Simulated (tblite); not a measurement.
Record of a relaxation.

C₆H₁₃ClO₂Si.
Numbering: `[CH3:1][CH2:2][O:3][C@@H:4]1[CH2:5][C@@:6]1([Cl:7])[CH2:8][O:9][SiH3:10]` (hydrogens: H11, H12, H13 on C1; H14, H15 on C2; H16 on C4; H17, H18 on C5; H19, H20 on C8; H21, H22, H23 on Si10)

Computed with GFN2-xTB (tblite), gas phase: L-BFGS steps from a force-field or distance-geometry start until the largest atomic force falls under 0.01 eV/Å. 4 of its 114 geometries are shown.

Step 0: E = -922.7468 eV, largest atomic force 1.693 eV/Å
```
atom  x, y, z in Å  |  force x, y, z in eV/Å
C1     -3.739    0.454    1.199   -1.018   0.049  -0.110
C2     -2.258    0.624    1.003    0.549  -0.220   0.151
O3     -1.924    0.328   -0.343    1.390   0.356  -0.133
C4     -0.511    0.360   -0.611   -1.553  -0.671   0.058
C5     -0.108   -0.281   -1.900    0.079   0.063  -0.518
C6      0.236   -0.967   -0.609    0.116   0.516  -0.113
Cl7    -0.670   -2.457   -0.256    0.383   0.511   0.045
C8      1.686   -1.012   -0.126   -0.271   0.287  -0.135
O9      2.374    0.195   -0.428    0.232  -0.608   0.354
Si10    3.969    0.307    0.002    0.129   0.318  -0.072
H11    -4.040    0.671    2.230    0.238  -0.014  -0.241
H12    -4.299    1.125    0.532    0.254  -0.139   0.194
H13    -4.063   -0.562    0.961    0.212   0.093   0.028
H14    -1.711   -0.067    1.673   -0.061   0.170  -0.073
H15    -1.957    1.656    1.246    0.040  -0.048  -0.022
H16     0.027    1.254   -0.310   -0.170  -0.098   0.236
H17     0.686    0.201   -2.468   -0.117  -0.217   0.203
H18    -0.892   -0.706   -2.526    0.201   0.079   0.313
H19     2.181   -1.856   -0.618    0.067  -0.008   0.059
H20     1.688   -1.183    0.961    0.058   0.003  -0.140
H21     4.724   -0.758   -0.688   -0.131   0.130   0.112
H22     4.089    0.125    1.465   -0.045  -0.008  -0.232
H23     4.505    1.645   -0.379   -0.583  -0.544   0.037
```

Step 38: E = -923.0077 eV, largest atomic force 0.069 eV/Å
```
atom  x, y, z in Å  |  force x, y, z in eV/Å
C1     -3.685    0.452    1.157   -0.002  -0.001  -0.002
C2     -2.182    0.610    1.000   -0.001   0.001  -0.009
O3     -1.856    0.470   -0.375   -0.030  -0.033  -0.024
C4     -0.499    0.393   -0.621   -0.020  -0.009   0.036
C5     -0.062   -0.248   -1.902    0.007  -0.015  -0.012
C6      0.201   -0.944   -0.599    0.003  -0.021  -0.037
Cl7    -0.764   -2.368   -0.240   -0.020  -0.001  -0.002
C8      1.608   -1.106   -0.063   -0.003  -0.001   0.007
O9      2.351    0.040   -0.316   -0.001  -0.023  -0.001
Si10    3.920    0.331   -0.007   -0.022  -0.004  -0.001
H11    -3.974    0.654    2.186    0.011   0.000  -0.022
H12    -4.200    1.144    0.495    0.023   0.003   0.022
H13    -3.982   -0.560    0.897    0.013   0.014  -0.015
H14    -1.655   -0.152    1.591   -0.003   0.003   0.003
H15    -1.854    1.602    1.345   -0.004   0.009   0.037
H16     0.082    1.235   -0.250    0.032   0.049   0.037
H17     0.781    0.178   -2.423    0.019  -0.011  -0.007
H18    -0.842   -0.647   -2.531   -0.007  -0.016  -0.008
H19     2.071   -1.983   -0.539    0.029   0.031  -0.018
H20     1.564   -1.304    1.017    0.013   0.030   0.023
H21     4.782   -0.632   -0.700   -0.026   0.010   0.022
H22     4.197    0.253    1.431   -0.006  -0.014  -0.026
H23     3.993    1.679   -0.544   -0.006  -0.001  -0.003
```

Step 75: E = -923.0128 eV, largest atomic force 0.023 eV/Å
```
atom  x, y, z in Å  |  force x, y, z in eV/Å
C1     -3.678    0.491    1.144   -0.011   0.000   0.006
C2     -2.168    0.584    1.003    0.001  -0.007  -0.010
O3     -1.846    0.468   -0.374   -0.003  -0.002  -0.023
C4     -0.491    0.373   -0.620   -0.001  -0.002   0.010
C5     -0.057   -0.280   -1.899   -0.006   0.009   0.002
C6      0.200   -0.970   -0.592    0.006  -0.001  -0.004
Cl7    -0.765   -2.393   -0.233    0.006   0.009   0.011
C8      1.606   -1.110   -0.046    0.002  -0.004   0.002
O9      2.328    0.047   -0.308   -0.015   0.006  -0.012
Si10    3.894    0.363   -0.018    0.000   0.007  -0.006
H11    -3.958    0.564    2.191   -0.002   0.004   0.006
H12    -4.154    1.293    0.587    0.010  -0.009  -0.004
H13    -4.021   -0.460    0.746   -0.003   0.012   0.005
H14    -1.682   -0.220    1.571   -0.006  -0.009   0.008
H15    -1.798    1.548    1.386    0.004  -0.003   0.004
H16     0.102    1.208   -0.247    0.003   0.011   0.001
H17     0.788    0.134   -2.426   -0.001  -0.005   0.003
H18    -0.843   -0.680   -2.521    0.005   0.003  -0.011
H19     2.091   -1.979   -0.512    0.005  -0.003  -0.003
H20     1.561   -1.292    1.036    0.003  -0.005   0.008
H21     4.758   -0.593   -0.713    0.003  -0.003  -0.002
H22     4.189    0.289    1.416    0.000  -0.002   0.008
H23     3.939    1.710   -0.561    0.000  -0.007   0.002
```

Step 113: E = -923.0150 eV, largest atomic force 0.010 eV/Å
```
atom  x, y, z in Å  |  force x, y, z in eV/Å
C1     -3.688    0.549    1.139    0.002   0.003   0.004
C2     -2.175    0.510    1.010    0.002   0.000  -0.004
O3     -1.852    0.434   -0.371   -0.006  -0.006  -0.003
C4     -0.497    0.352   -0.619   -0.006   0.000  -0.003
C5     -0.060   -0.300   -1.897    0.006  -0.003   0.003
C6      0.212   -0.980   -0.589   -0.001   0.000   0.004
Cl7    -0.729   -2.415   -0.214    0.000  -0.005  -0.005
C8      1.622   -1.098   -0.047    0.002  -0.001   0.000
O9      2.328    0.066   -0.322    0.003  -0.002   0.005
Si10    3.893    0.392   -0.024    0.000  -0.003   0.000
H11    -3.969    0.618    2.186    0.000  -0.001   0.005
H12    -4.083    1.406    0.603   -0.001   0.003  -0.005
H13    -4.114   -0.354    0.712   -0.003   0.002   0.000
H14    -1.768   -0.362    1.539   -0.002   0.004   0.005
H15    -1.723    1.417    1.442   -0.001   0.001   0.001
H16     0.086    1.198   -0.252   -0.003  -0.002   0.001
H17     0.778    0.123   -2.428    0.003  -0.002   0.000
H18    -0.840   -0.715   -2.517    0.003   0.009   0.002
H19     2.117   -1.965   -0.506    0.000  -0.002  -0.003
H20     1.582   -1.270    1.038    0.005  -0.001  -0.001
H21     4.763   -0.562   -0.717    0.000   0.003   0.000
H22     4.181    0.314    1.411   -0.002   0.004  -0.005
H23     3.933    1.738   -0.566   -0.002  -0.001   0.001
```

Question: Summarise the path.

Answer: The energy falls by 0.2682 eV from step 0 to step 113; nine tenths of that is first reached at step 23. It falls at every step. The largest force goes from 1.693 to 0.010 eV/Å. Among the bonds O3–C4 changes most, from 1.438 to 1.380 Å; the atoms move by 0.226 Å rms after alignment.

Question: Follow the three bonds and two angles with the largest change from start to end.

Answer: 
| step | E above end (eV) | largest force (eV/Å) | O3–C4 (Å) | Si10–H23 (Å) | C8–O9 (Å) | O9–Si10–H23 (°) | C8–O9–Si10 (°) |
| --- | --- | --- | --- | --- | --- | --- | --- |
| 0 | 0.2682 | 1.693 | 1.438 | 1.491 | 1.422 | 109.9 | 118.0 |
| 5 | 0.1019 | 0.332 | 1.385 | 1.447 | 1.398 | 108.2 | 121.4 |
| 10 | 0.0576 | 0.153 | 1.382 | 1.451 | 1.394 | 101.5 | 121.2 |
| 15 | 0.0428 | 0.111 | 1.385 | 1.449 | 1.390 | 99.1 | 122.3 |
| 20 | 0.0333 | 0.092 | 1.381 | 1.451 | 1.391 | 98.6 | 123.3 |
| 25 | 0.0193 | 0.130 | 1.383 | 1.451 | 1.390 | 98.1 | 126.9 |
| 29 | 0.0136 | 0.092 | 1.382 | 1.453 | 1.390 | 98.6 | 128.1 |
| 34 | 0.0095 | 0.054 | 1.382 | 1.451 | 1.388 | 98.2 | 129.1 |
| 39 | 0.0068 | 0.044 | 1.381 | 1.454 | 1.389 | 98.5 | 128.9 |
| 44 | 0.0055 | 0.028 | 1.381 | 1.452 | 1.389 | 98.2 | 128.8 |
| 49 | 0.0050 | 0.019 | 1.381 | 1.452 | 1.389 | 98.2 | 128.4 |
| 54 | 0.0046 | 0.018 | 1.381 | 1.452 | 1.389 | 98.2 | 128.5 |
| 59 | 0.0042 | 0.022 | 1.381 | 1.452 | 1.389 | 98.3 | 128.5 |
| 64 | 0.0038 | 0.034 | 1.380 | 1.452 | 1.389 | 98.4 | 128.6 |
| 69 | 0.0027 | 0.031 | 1.380 | 1.452 | 1.389 | 98.3 | 128.6 |
| 74 | 0.0023 | 0.018 | 1.380 | 1.453 | 1.389 | 98.3 | 129.0 |
| 79 | 0.0019 | 0.016 | 1.381 | 1.452 | 1.389 | 98.1 | 128.7 |
| 84 | 0.0017 | 0.016 | 1.381 | 1.452 | 1.389 | 98.2 | 128.8 |
| 88 | 0.0014 | 0.027 | 1.381 | 1.452 | 1.389 | 98.3 | 128.5 |
| 93 | 0.0012 | 0.019 | 1.381 | 1.453 | 1.389 | 98.3 | 128.7 |
| 98 | 0.0009 | 0.022 | 1.380 | 1.452 | 1.389 | 98.2 | 128.4 |
| 103 | 0.0004 | 0.027 | 1.381 | 1.452 | 1.389 | 98.2 | 128.5 |
| 108 | 0.0001 | 0.013 | 1.380 | 1.452 | 1.389 | 98.3 | 128.5 |
| 113 | 0.0000 | 0.010 | 1.380 | 1.452 | 1.389 | 98.3 | 128.4 |

The cost below is that of the whole relaxation. The run took 2.2 s on Arm Neoverse N1, one thread, shared host with 64 logical CPUs at a one-minute load of 60.
